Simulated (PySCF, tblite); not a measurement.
Isomers of C5H4FPS, one GFN2-xTB conformer each. Single-point energies are computed at PBE0/pcSseg-1 (PySCF, gas phase, no added dispersion term), electronic only.

Task: Rank them by PBE0/pcSseg-1 energy, lowest first (kJ/mol).
A. `[F:1]/[CH:2]=[P:3]/[c:4]1[cH:5][cH:6][cH:7][s:8]1` with C2–P3–C4–C5 180°
B. `[CH2:1]=[CH:2][c:3]1[p:4][c:5]([F:6])[cH:7][s:8]1` with C1–C2–C3–P4 180°

Result: B (0.0), A (19.8).

As drawn, the lower has a C=C bond outside aromatic rings, which the higher lacks. GFN2-xTB itself gives, in the same order: 0.0, 12.2. Both levels put the same isomer lowest.

Task: Which frontier levels, dipoles and rotational constants go with these structures?

Result: 
| SMILES | HOMO (eV, PBE0/pcSseg-1) | LUMO (eV) | dipole (D) | A, B, C (MHz) |
| --- | --- | --- | --- | --- |
| C=Cc1pc(F)cs1 | -6.73 | -2.24 | 2.04 | 3177, 1078, 804.9 |
| F/C=P/c1cccs1 | -6.56 | -2.03 | 2.64 | 3862, 861.7, 704.5 |

Task: What happens when harmonic zero-point energies from GFN2-xTB frequencies are added?

Result: 
```json
{"SMILES": "C=Cc1pc(F)cs1", "ZPE (kJ/mol)": "193.3", "electronic (kJ/mol)": "0.0", "with ZPE (kJ/mol)": "0.0"}
{"SMILES": "F/C=P/c1cccs1", "ZPE (kJ/mol)": "192.9", "electronic (kJ/mol)": "19.8", "with ZPE (kJ/mol)": "19.4"}
```

The zero-point energies span 0.4 kJ/mol. The order is unchanged.
